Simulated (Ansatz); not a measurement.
Input file for Ansatz (a quantum-chemistry and plane-wave program): R-PBE/def2-TZVPP on CH5BFN (SMILES CB(N)F), a point of a torsion scan.

Ansatz 0.2 input:
```yaml
crystal:
  periodic: [false, false, false]
  atoms:
    - {symbol: C, position_ang: [-1.20450866, -0.02320138, -0.24087451]}
    - {symbol: B, position_ang: [0.22820124, -0.15425524, 0.43290646]}
    - {symbol: N, position_ang: [1.44273454, 0.33753940, -0.14577783]}
    - {symbol: F, position_ang: [0.25378410, -0.44341620, 1.73434917]}
    - {symbol: H, position_ang: [-1.82240823, -0.88563125, -0.00125165]}
    - {symbol: H, position_ang: [-1.17044769, 0.08071478, -1.32193709]}
    - {symbol: H, position_ang: [-1.72558979, 0.84542155, 0.15840355]}
    - {symbol: H, position_ang: [2.13374114, -0.29024670, -0.52258842]}
    - {symbol: H, position_ang: [1.23819623, 0.96806162, -0.91588969]}
basis:
  gaussian:
    orbitals: def2-TZVPP
hamiltonian:
  xc: {name: PBE}
scf: {lower_state_search: off}
```

Output:

```
WARN ansatz: RAYON_NUM_THREADS=1 ignored (pool sized by the plan → 1); use --threads N
Functional definition: PBE
these checks for a lower state are left out or cut short: stability, starts, cluster_reference, orbital_swaps, neighbouring_geometries, increment
integrals: 0.08 GiB planned
955 factors; their error is unknown
mean field: 0.70 GiB planned
mean field evaluation 1: about -5984.3204 eV, gradient 8.9e1 eV
mean field evaluation 2: about -5955.0091 eV, gradient 1.3e2 eV
mean field evaluation 4: about -5999.4315 eV, gradient 1.3e1 eV
mean field evaluation 8: about -5999.7559 eV, gradient 2.3e-1 eV
mean field evaluation 16: about -5999.7403 eV, gradient 2.0e-4 eV
mean field -5999.74029847 eV, -220.4863891988 hartree, gradient 3.6e-6 eV, S^2 0.000000; 0 other end points of the search recorded, 0 dependent functions left out
reference -5999.74033864 eV, -220.4863906749 hartree; 16, 16 occupied and 178, 178 virtual orbitals, 955 factors
Total energy: -5999.74033864 eV, -220.4863906749 hartree
Checks for a lower state left out: stability, starts, cluster_reference, orbital_swaps, neighbouring_geometries, increment
```

The run converged.

Cost: very roughly 1.7 core-seconds.
